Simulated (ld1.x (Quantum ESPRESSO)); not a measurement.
Transferability test, PAW potential for W (Z = 74)

ld1.x (Quantum ESPRESSO) 7.5 input, shortened:

```
&input
   title='W', zed=74., rel=1, dft='PBE', iswitch=3,
   config='[Xe] 4f14 5d4 6s0.5 6p0'
 /
 &inputp
   pseudotype=3, lpaw=.true., tm=.true., lloc=-2, rcloc=1.60,
   nlcc=.true., new_core_ps=.true.,
   which_augfun='BESSEL', rmatch_augfun=1.35
 /
6
5S  1  0   2.00   0.00  1.60  2.10  0.0
6S  2  0   0.50   0.00  1.60  2.10  0.0
5P  2  1   6.00   0.00  1.60  1.80  0.0
6P  3  1   0.00   0.00  1.60  1.80  0.0
5D  3  2   4.00   0.00  2.00  2.45  0.0
5D  3  2   0.00   1.85  2.00  2.45  0.0
 &test
   configts(1)='5s2 5p6 5d4 6s0.5 6p0'
 /
```

Energies are relative to the spin-unpolarised reference configuration 5s2 5p6 5d4 6s0.5 6p0; without spin polarisation the order of configurations can differ from experiment. Not all tests gave a result: test run stopped at test 7 of 7 (negative rho).

**Question.** Give the all-electron excitation energy and the error of the potential for: 5s2 5p6 5d4 6s2 6p0; 5s2 5p6 5d4 6s1 6p0; 5s2 5p6 5d4 6s0 6p0; 5s2 5p6 5d3 6s2 6p1; 5s2 5p6 5d4 6s1 6p1; 5s2 5p6 5d4.5 6s1.5 6p0.

**Answer.**

| valence configuration | charge | ΔE all-electron (eV) | error AE − PS (meV) |
| --- | --- | --- | --- |
| 5s2 5p6 5d4 6s2 6p0 | 0 | -15.835 | +12 |
| 5s2 5p6 5d4 6s1 6p0 | +1 | -6.952 | +3.2 |
| 5s2 5p6 5d4 6s0 6p0 | +2 | 8.727 | -2.4 |
| 5s2 5p6 5d3 6s2 6p1 | 0 | -11.817 | +4.8 |
| 5s2 5p6 5d4 6s1 6p1 | 0 | -11.340 | +4.2 |
| 5s2 5p6 5d4.5 6s1.5 6p0 | 0 | -15.140 | +7.6 |
